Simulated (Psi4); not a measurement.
Psi4 input (wB97X-D/6-31G*):

```
memory 1500 MB

molecule {
0 1
Li   -0.00000000   -0.00000000   -1.86756700
C     0.00000000    0.00000000    1.06167000
N    -0.00000000   -0.00000000   -0.10961700
symmetry c1
no_reorient
no_com
}

set {
  basis 6-31G*
  reference rks
  scf_type pk
  dft_radial_points 99
  dft_spherical_points 590
  e_convergence 1e-8
  d_convergence 1e-7
  maxiter 150
}

e = energy('wb97x-d')
print_out(f'\nFINAL {e:.10f} DIPOLE {variable("CURRENT DIPOLE")[0]:.6f} {variable("CURRENT DIPOLE")[1]:.6f} {variable("CURRENT DIPOLE")[2]:.6f}\n')
```

Output:

```
   => Loading Basis Set <=

    Name: 6-31G*
    Role: ORBITAL
    Keyword: BASIS
    atoms 1 entry LI         line    60 file 6-31gs.gbs
    atoms 2 entry C          line   111 file 6-31gs.gbs
    atoms 3 entry N          line   128 file 6-31gs.gbs

   => WB97X-D: Empirical Dispersion <=

    Chai and Head-Gordon Dispersion Correction
    Chai, J.-D.; Head-Gordon, M. (2010), J. Chem. Phys., 132: 6615-6620

        s6 =       1.000000

         ---------------------------------------------------------
                                   SCF
               by Justin Turney, Rob Parrish, Andy Simmonett
                          and Daniel G. A. Smith
                              RKS Reference
         ---------------------------------------------------------

  ==> Geometry <==

    Molecular point group: c1
    Full point group: C_inf_v

    Geometry (in Angstrom), charge = 0, multiplicity = 1:

       Center              X                  Y                   Z               Mass
    ------------   -----------------  -----------------  -----------------  -----------------
         LI           0.000000000000     0.000000000000    -1.867567000000     7.016003436600
         C            0.000000000000     0.000000000000     1.061670000000    12.000000000000
         N            0.000000000000     0.000000000000    -0.109617000000    14.003074004430

  Running in c1 symmetry.

  Rotational constants: A = ************  B =      0.44171  C =      0.44171 [cm^-1]
  Rotational constants: A = ************  B =  13242.14396  C =  13242.14396 [MHz]
  Nuclear repulsion =   28.548406320132287

  Charge       = 0
  Multiplicity = 1
  Electrons    = 16
  Nalpha       = 8
  Nbeta        = 8

  ==> Algorithm <==

  SCF Algorithm Type is PK.
  DIIS enabled.
  MOM disabled.
  Fractional occupation disabled.
  Guess Type is SAD.
  Energy threshold   = 1.00e-08
  Density threshold  = 1.00e-07
  Integral threshold = 1.00e-12

  ==> Primary Basis <==

  Basis Set: 6-31G*
    Blend: 6-31G*
    Number of shells: 18
    Number of basis functions: 45
    Number of Cartesian functions: 45
    Spherical Harmonics?: false
    Max angular momentum: 2

  ==> DFT Potential <==

   => LibXC <=

    Version 7.1.2
    S. Lehtola, C. Steigemann, M. J. T. Oliveira, and M. A. L. Marques,  SoftwareX 7, 1–5 (2018) (10.1016/j.softx.2017.11.002)

   => Composite Functional: WB97X-D <=

    wB97X-D Hyb-GGA Exchange-Correlation Functional

    J.-D. Chai and M. Head-Gordon,  Phys. Chem. Chem. Phys. 10, 6615–6620 (2008) (10.1039/B810189B)

    Deriv               =              1
    GGA                 =           TRUE
    Meta                =          FALSE

    Exchange Hybrid     =           TRUE
    MP2 Hybrid          =          FALSE

   => Exchange-Correlation Functionals <=

    1.0000   wB97X-D range-separated functional

   => Exact (HF) Exchange <=

    0.7780            HF,LR [omega = 0.2000]
    0.2220               HF

   => LibXC Density Thresholds  <==

    XC_HYB_GGA_XC_WB97X_D:  1.00E-14

   => Molecular Quadrature <=

    Radial Scheme          =       TREUTLER
    Pruning Scheme         =           NONE
    Nuclear Scheme         =       TREUTLER

    Blocking Scheme        =         OCTREE
    BS radius alpha        =              1
    Pruning alpha          =              1
    Radial Points          =             99
    Spherical Points       =            590
    Total Points           =         168746
    Total Blocks           =           1371
    Max Points             =            256
    Max Functions          =             45
    Weights Tolerance      =       1.00E-15

  ==> Integral Setup <==

  Using in-core PK algorithm.
   Calculation information:
      Number of atoms:                   3
      Number of AO shells:              18
      Number of primitives:             45
      Number of atomic orbitals:        45
      Number of basis functions:        45

      Integral cutoff                 1.00e-12
      Number of threads:                 1

  Performing in-core PK
  Using 1608390 doubles for integral storage.
  We computed 14702 shell quartets total.
  Whereas there are 14706 unique shell quartets.

  Computing range-separated integrals for PK
  We computed 14702 wK shell quartets total.
  Whereas there are 14706 wK unique shell quartets.

  ==> DiskJK: Disk-Based J/K Matrices <==

    J tasked:                  Yes
    K tasked:                  Yes
    wK tasked:                 Yes
    Omega:               2.000E-01
    Schwarz Cutoff:          1E-12


  Cached 100.0% of DFT collocation blocks in 0.198 [GiB].

  Minimum eigenvalue in the overlap matrix is 5.8449164247E-03.
  Reciprocal condition number of the overlap matrix is 9.3835258402E-04.
    Using symmetric orthogonalization.

  ==> Pre-Iterations <==

  SCF Guess: Superposition of Atomic Densities via on-the-fly atomic UHF (no occupation information).

   -------------------------
    Irrep   Nso     Nmo
   -------------------------
     A         45      45
   -------------------------
    Total      45      45
   -------------------------

  ==> Iterations <==

                        Total Energy        Delta E     RMS |[F,P]|

   @RKS iter SAD:   -99.42393770098309   -9.94239e+01   0.00000e+00
   @RKS iter   1:  -100.18126102132327   -7.57323e-01   1.30155e-02 ADIIS/DIIS
   @RKS iter   2:  -100.14180388858229    3.94571e-02   1.49873e-02 ADIIS/DIIS
   @RKS iter   3:  -100.33407516806683   -1.92271e-01   2.36192e-03 ADIIS/DIIS
   @RKS iter   4:  -100.33956851027311   -5.49334e-03   2.73383e-04 ADIIS/DIIS
   @RKS iter   5:  -100.33964535238931   -7.68421e-05   4.90632e-05 DIIS
   @RKS iter   6:  -100.33964876355817   -3.41117e-06   8.69433e-06 DIIS
   @RKS iter   7:  -100.33964893870282   -1.75145e-07   1.20439e-06 DIIS
   @RKS iter   8:  -100.33964894686245   -8.15963e-09   1.95001e-07 DIIS
   @RKS iter   9:  -100.33964894710878   -2.46331e-10   4.01838e-08 DIIS
  Energy and wave function converged.

  ==> Post-Iterations <==

   Electrons on quadrature grid:
      Ntotal   =   16.0000000706 ; deviation = 7.057e-08

    Orbital Energies [Eh]
    ---------------------

    Doubly Occupied:

       1A    -14.376055     2A    -10.244980     3A     -2.134582
       4A     -0.926283     5A     -0.490809     6A     -0.360504
       7A     -0.360504     8A     -0.311423

    Virtual:

       9A     -0.011912    10A      0.056817    11A      0.056817
      12A      0.114289    13A      0.154705    14A      0.154705
      15A      0.174817    16A      0.245095    17A      0.245095
      18A      0.331596    19A      0.512166    20A      0.532199
      21A      0.532199    22A      0.576869    23A      0.576869
      24A      0.757018    25A      0.757018    26A      0.818678
      27A      0.842766    28A      0.934886    29A      1.074222
      30A      1.074222    31A      1.154011    32A      1.225760
      33A      1.523182    34A      1.692366    35A      1.692367
      36A      1.786883    37A      1.786883    38A      2.123950
      39A      2.123951    40A      2.582255    41A      2.733798
      42A      2.733798    43A      3.110131    44A      3.970582
      45A      4.248425

    Final Occupation by Irrep:
              A
    DOCC [     8 ]
    NA   [     8 ]
    NB   [     8 ]

  @RKS Final Energy:  -100.33964894710878

   => Energetics <=

    Nuclear Repulsion Energy =             28.5484063201322869
    One-Electron Energy =                -192.6809324742576734
    Two-Electron Energy =                  73.5883803499566227
    DFT Exchange-Correlation Energy =      -9.7945388166081724
    Empirical Dispersion Energy =          -0.0009643263318434
    VV10 Nonlocal Energy =                  0.0000000000000000
    Total Energy =                       -100.3396489471087847

Computation Completed

Properties will be evaluated at   0.000000,   0.000000,   0.000000 [a0]

Properties computed using the SCF density matrix

 Multipole Moments:

 ------------------------------------------------------------------------------------
     Multipole            Electronic (a.u.)      Nuclear  (a.u.)        Total (a.u.)
 ------------------------------------------------------------------------------------

 L = 1.  Multiply by 2.5417464519 to convert [e a0] to [Debye]
 Dipole X            :         -0.0000000            0.0000000           -0.0000000
 Dipole Y            :         -0.0000000            0.0000000           -0.0000000
 Dipole Z            :         -3.3730864           -0.0000000           -3.3730864
 Magnitude           :                                                    3.3730864

 ------------------------------------------------------------------------------------

FINAL -100.3396489471 DIPOLE -0.000000 -0.000000 -3.373086

*** Psi4 exiting successfully. Buy a developer a beer!
```

The geometry given is a B3LYP-D3(BJ)/def2-TZVP minimum.
